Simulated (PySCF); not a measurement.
## Electron correlation in Ta (tantalum, neutral)

[Xe] 4f14 5d3 6s2, high-spin 4F determinant. Computed with PySCF 2.14 in aug-cc-pVTZ-PP with ECP60MDF (6s6p5d3f2g, 88 functions), with scalar relativity through the core potential. Frozen: 5s2 5p6; 5 electrons correlated.

```
  level  correlation energy (mhartree)
   CCSD                         -85.03
    (T)                          -5.03
CCSD(T)                         -90.06
```

Diagnostics: T1 = 0.029, D1 = 0.0813, largest double amplitude 0.044.

Problem. Is a single reference adequate?

Solution. Yes, within this model without spin-orbit coupling: T1 lies below 0.03 and no double amplitude reaches 0.07.
